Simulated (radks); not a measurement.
Results of a calculation; reference values are marked as such.
Problem. Ionisation of neutral rhenium, [Xe] 4f14 5d5 6s2, to Re+, [Xe] 4f14 5d5 6s1, under several functionals. Scalar-relativistic Kohn-Sham, spin-polarised, spherical densities, point nucleus; open shells are filled with parallel spins first (spin-orbit coupling, left out, can overturn this in heavy ions); a radial shooting solver on a logarithmic mesh with Libxc functionals. Known Delta-SCF values: LDA (Slater exchange, VWN5 correlation) 8.146 eV; LDA (Slater exchange, Perdew-Zunger correlation) 8.163 eV; LDA (Slater exchange, Perdew-Wang correlation) 8.145 eV. What does PBE give, and what is its highest occupied eigenvalue?

Solution. 7.660 eV by Delta-SCF; the 6s eigenvalue is -4.808 eV. NIST: 7.834 eV (measured).
